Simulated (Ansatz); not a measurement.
Consider the ligand exchange at a Ge–O bond: `[GeH3][O][GeH3]` + `BO` → `B[O][GeH3]` + `[OH][GeH3]`.

Isolated molecules relaxed with PBE0-D4/def2-TZVP in Ansatz; ΔE leaves out vibrations. CBS: MP2 limit from def2 TZ/QZ plus the TZ coupled-cluster correction, frozen cores. This one scheme is used for every species. For Ge outer-core shells are correlated without core-valence functions, which leaves a few kJ/mol of doubt a bond. Scalar relativity is left out up to krypton.

```
          species  CCSD(T)/CBS(def2) energy (Eh)
`[GeH3][O][GeH3]`                    -4231.02116
             `BO`                     -101.80414
     `B[O][GeH3]`                    -2179.12438
     `[OH][GeH3]`                    -2153.69723
```

Problem. Work out ΔE.

Solution. ΔE = (-2179.12438) + (-2153.69723) − (-4231.02116) − (-101.80414) = 0.00369 Eh = +9.7 kJ/mol.

Largest T1 diagnostic among the species: 0.014.

Leaving LDA and LC-ωPBE aside and taking each functional with its dispersion term where it has one, the values, not all of them listed here, spread over 2.8 kJ/mol, from revPBE-D4 to BHLYP-D4. At CCSD(T), def2-SVP lies +10.0 kJ/mol from the extrapolated value and def2-TZVPP −0.4 kJ/mol.
